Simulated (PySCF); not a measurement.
# Deuteron quadrupole couplings in `FC(F)O[C@H]1CCC[SiH2]C1`

C6H12F2OSi.
Z-matrix (Å and degrees, GFN2-xTB geometry), rows numbered from 1:
```
F 
C   1  1.3666
F   2  1.3442  1  105.03
O   2  1.3341  1  112.83  3  -118.59
C   4  1.4383  2  116.82  1   -86.57
C   5  1.5334  4  111.29  2    77.08
C   6  1.5281  5  113.54  4    50.26
C   7  1.5269  6  112.83  5    67.06
Si  8  1.9008  7  110.53  6   -57.08
C   5  1.5192  4  106.04  2  -159.91
H   2  1.1101  1  106.35  3   114.86
H   5  1.1047  4  107.60  2   -41.85
H   6  1.0932  5  108.93  4   -70.88
H   6  1.0921  5  107.86  4   172.38
H   7  1.0907  6  108.91  5   -54.82
H   7  1.0935  6  108.16  5  -171.23
H   8  1.0924  7  109.00  6    64.27
H   8  1.0900  7  109.07  6  -179.84
H   9  1.4690  8  110.91  7   162.14
H   9  1.4615  8  112.16  7   -73.18
H  10  1.0884  5  108.78  4    59.15
H  10  1.0890  5  108.42  4   175.53
```

Level: PBE0/pcSseg-1 (PySCF, non-relativistic); Q(2H) = 0.00286 b; rigid geometry, the same for H and D, with no vibrational averaging.

Problem. Rank these positions by the coupling χzz of a deuteron there, largest first.
A. H18 (methylene hydrogen)
B. H11 (methine hydrogen)
C. H12 (methine hydrogen)
D. H13 (methylene hydrogen)
E. H20 (Si–H hydrogen)

Solution. A (212 kHz), D (201 kHz), C (183 kHz), B (168 kHz), E (111 kHz).

Problem. Tabulate Vzz, the asymmetry η and χzz = 234.96 MHz × Q × Vzz for every hydrogen position.

Solution. 
```tsv
atom	bonded to	bond length (Å)	Vzz (au)	η	χzz (kHz)
H11	C2	1.110	0.2502	0.02	168
H12	C5	1.105	0.2719	0.09	183
H13	C6	1.093	0.2992	0.04	201
H14	C6	1.092	0.3036	0.02	204
H15	C7	1.091	0.3004	0.02	202
H16	C7	1.093	0.3022	0.03	203
H17	C8	1.092	0.3107	0.03	209
H18	C8	1.090	0.3156	0.03	212
H19	Si9	1.469	0.1595	0.00	107
H20	Si9	1.462	0.1646	0.02	111
H21	C10	1.088	0.3158	0.03	212
H22	C10	1.089	0.3159	0.05	212
```

Problem. Average by the element that carries the hydrogen.

Solution. on C: 201 kHz over 10 positions, mean bond length 1.094 Å; on Si: 109 kHz over 2 positions, mean bond length 1.465 Å.

Problem. How does χzz go with the bond length over the 10 C–H bonds?

Solution. A straight-line fit has a slope of -19.7 kHz for each 0.01 Å, with a correlation coefficient of -0.98, over lengths from 1.088 to 1.110 Å. The longer bonds have the smaller couplings here.

Problem. Give the 2H NMR doublet splittings at H22 for a magnetic field along the z, y and x axes of the gradient: 3χ/2, 3χ(1 + η)/4, 3χ(1 − η)/4.

Solution. With |χ| = 212.3 kHz and η = 0.045: 318, 166 and 152 kHz, to first order and without motion.

One conformer (not necessarily the lowest) at the GFN2-xTB geometry, without solvent, vibrations or thermal averaging. GFN2-xTB bond lengths can be off by several hundredths of an ångström, more for odd bonds, and the gradients follow them. With so small a basis the couplings can be 20 % off.
